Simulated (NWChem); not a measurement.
System: C$_{2}$H$_{7}$BO; SMILES CBOC

Parts of the log:

```
             Northwest Computational Chemistry Package (NWChem) 7.3.0
             --------------------------------------------------------

 C1  symmetry detected

                             Geometry "geometry" -> ""
                             -------------------------

 Output coordinates in angstroms (scale by  1.889725989 to convert to a.u.)

  No.       Tag          Charge          X              Y              Z
 ---- ---------------- ---------- -------------- -------------- --------------
    1 B                    5.0000    -0.47902413     0.52309078     0.00084848
    2 H                    1.0000    -1.65453113     0.36354769     0.00331382
    3 C                    6.0000     0.14928746     1.97781855    -0.00255647
    4 H                    1.0000    -0.17249433     2.54043713     0.87497963
    5 H                    1.0000    -0.18338737     2.54293694    -0.86659883
    6 H                    1.0000     1.23492565     1.96048701     0.00881635
    7 O                    8.0000     0.35564499    -0.51065208    -0.00041879
    8 C                    6.0000    -0.03383773    -1.85855607     0.00000049
    9 H                    1.0000     0.37206935    -2.34205906    -0.89500131
   10 H                    1.0000     0.38318677    -2.34461040     0.88240867
   11 H                    1.0000    -1.12250659    -1.96655139     0.00652548

 Effective nuclear repulsion energy (a.u.)     114.8402397419

                                Z-matrix (autoz)
                                --------

 Units are Angstrom for bonds and degrees for angles

      Type          Name      I     J     K     L     M      Value
      ----------- --------  ----- ----- ----- ----- ----- ----------
    1 Stretch                  1     2                       1.18629
    2 Stretch                  1     3                       1.58462
    3 Stretch                  1     7                       1.32865
    4 Stretch                  3     4                       1.09094
    5 Stretch                  3     5                       1.08471
    6 Stretch                  3     6                       1.08584
    7 Stretch                  7     8                       1.40305
    8 Stretch                  8     9                       1.09525
    9 Stretch                  8    10                       1.09032
   10 Stretch                  8    11                       1.09403
   11 Bend                     1     3     4               110.77896
   12 Bend                     1     3     5               111.00103
   13 Bend                     1     3     6               112.44264
   14 Bend                     1     7     8               124.96483
   15 Bend                     2     1     3               121.08926
   16 Bend                     2     1     7               121.18918
   17 Bend                     3     1     7               117.72153
   18 Bend                     4     3     5               106.35573
   19 Bend                     4     3     6               107.14020
   20 Bend                     5     3     6               108.86243
   21 Bend                     7     8     9               108.72229
   22 Bend                     7     8    10               108.80424
   23 Bend                     7     8    11               111.78176
   24 Bend                     9     8    10               108.83217
   25 Bend                     9     8    11               109.27410
   26 Bend                    10     8    11               109.37631
   27 Torsion                  1     7     8     9         120.43183
   28 Torsion                  1     7     8    10        -121.17928
   29 Torsion                  1     7     8    11          -0.28250
   30 Torsion                  2     1     3     4          59.38249
   31 Torsion                  2     1     3     5         -58.54048
   32 Torsion                  2     1     3     6         179.23504
   33 Torsion                  2     1     7     8           0.04700
   34 Torsion                  3     1     7     8        -179.89131
   35 Torsion                  4     3     1     7        -120.67913
   36 Torsion                  5     3     1     7         121.39790
   37 Torsion                  6     3     1     7          -0.82658

                           NWChem Geometry Optimization
                           ----------------------------

 maximum gradient threshold         (gmax) =   0.000450
 rms gradient threshold             (grms) =   0.000300
 maximum cartesian step threshold   (xmax) =   0.001800
 rms cartesian step threshold       (xrms) =   0.001200
 fixed trust radius                (trust) =   0.300000
 source of zmatrix                         =   autoz

          -------------------
          Energy Minimization
          -------------------

 Using diagonal initial Hessian
 Scaling for Hessian diagonals: bonds = 1.00  angles = 0.25  torsions = 0.10

          --------
          Step   0

                                 NWChem DFT Module
                                 -----------------

[...]

      ----------------------
      Optimization converged
      ----------------------

  Step       Energy      Delta E   Gmax     Grms     Xrms     Xmax
  ---- ---------------- -------- -------- -------- -------- --------
@    6    -180.18632756 -5.8D-08  0.00007  0.00002  0.00046  0.00127
                                     ok       ok       ok       ok

                                Z-matrix (autoz)
                                --------

 Units are Angstrom for bonds and degrees for angles

[...]

 Rotational Constants
 --------------------
 A=   1.206405 cm-1  (  1.735709 K)
 B=   0.128094 cm-1  (  0.184294 K)
 C=   0.121046 cm-1  (  0.174155 K)

 Temperature                      =   298.15K
 frequency scaling parameter      =   1.0000

 Zero-Point correction to Energy  =   57.774 kcal/mol  (  0.092069 au)
 Thermal correction to Energy     =   61.496 kcal/mol  (  0.098000 au)
 Thermal correction to Enthalpy   =   62.088 kcal/mol  (  0.098944 au)

 Total Entropy                    =   73.848 cal/mol-K
   - Translational                =   38.080 cal/mol-K (mol. weight =  58.0590)
   - Rotational                   =   23.960 cal/mol-K (symmetry #  =        1)
   - Vibrational                  =   11.808 cal/mol-K

 Cv (constant volume heat capacity) =   18.766 cal/mol-K
   - Translational                  =    2.979 cal/mol-K
   - Rotational                     =    2.979 cal/mol-K
   - Vibrational                    =   12.807 cal/mol-K

[normal modes left out]

 ----------------------------------------------------------------------------
 Normal Eigenvalue ||           Projected Infra Red Intensities
  Mode   [cm**-1]  || [atomic units] [(debye/angs)**2] [(KM/mol)] [arbitrary]
 ------ ---------- || -------------- ----------------- ---------- -----------
    1       -0.000 ||    0.000150           0.003         0.147       0.048
    2       -0.000 ||    0.000238           0.005         0.232       0.077
    3       -0.000 ||    0.000109           0.003         0.107       0.035
    4       -0.000 ||    0.000000           0.000         0.000       0.000
    5        0.000 ||    0.000348           0.008         0.339       0.112
    6        0.000 ||    0.000267           0.006         0.261       0.086
    7      103.971 ||    0.001840           0.042         1.794       0.592
    8      149.875 ||    0.000162           0.004         0.158       0.052
    9      191.891 ||    0.003874           0.089         3.777       1.246
   10      261.112 ||    0.004797           0.111         4.676       1.543
   11      444.647 ||    0.003682           0.085         3.589       1.184
   12      675.782 ||    0.000613           0.014         0.597       0.197
   13      765.563 ||    0.001047           0.024         1.021       0.337
   14      982.399 ||    0.052104           1.202        50.793      16.761
   15     1023.639 ||    0.005260           0.121         5.128       1.692
   16     1038.131 ||    0.064085           1.478        62.473      20.615
   17     1157.003 ||    0.010887           0.251        10.613       3.502
   18     1189.742 ||    0.000694           0.016         0.676       0.223
   19     1206.469 ||    0.014876           0.343        14.502       4.785
   20     1311.756 ||    0.015501           0.358        15.111       4.986
   21     1396.856 ||    0.291453           6.724       284.123      93.754
   22     1431.693 ||    0.004904           0.113         4.781       1.578
   23     1438.405 ||    0.074461           1.718        72.589      23.953
   24     1469.197 ||    0.004287           0.099         4.179       1.379
   25     1473.183 ||    0.012777           0.295        12.456       4.110
   26     1509.154 ||    0.163141           3.764       159.038      52.479
   27     2539.523 ||    0.177792           4.102       173.320      57.192
   28     3040.232 ||    0.055975           1.291        54.567      18.006
   29     3048.476 ||    0.000523           0.012         0.510       0.168
   30     3127.955 ||    0.005314           0.123         5.180       1.709
   31     3140.341 ||    0.022922           0.529        22.346       7.374
   32     3146.445 ||    0.020994           0.484        20.466       6.753
   33     3169.554 ||    0.010794           0.249        10.523       3.472
 ----------------------------------------------------------------------------
```

Level: PBE0/def2-SVP. 

Task: Which NWChem input produces such a log?

Result: One answer among several that fit: the input that was run:
```
start job
memory heap 200 mb stack 900 mb global 1100 mb
geometry units angstroms
  B     -0.357659     0.325361     0.536359
  H     -1.410898    -0.016256     0.962108
  C      0.394942     1.586943     1.130516
  H      0.592500     1.453824     2.195130
  H     -0.214132     2.480158     1.042219
  H      1.350990     1.764798     0.647422
  O      0.230774    -0.335067    -0.455044
  C     -0.298621    -1.467218    -1.092631
  H     -0.419298    -1.246184    -2.158532
  H      0.403930    -2.293634    -0.981901
  H     -1.266578    -1.754806    -0.671611
end
basis spherical
  * library def2-svp
end
dft
  xc pbe0
  iterations 150
end
driver
  maxiter 120
end
task dft optimize
task dft freq
```
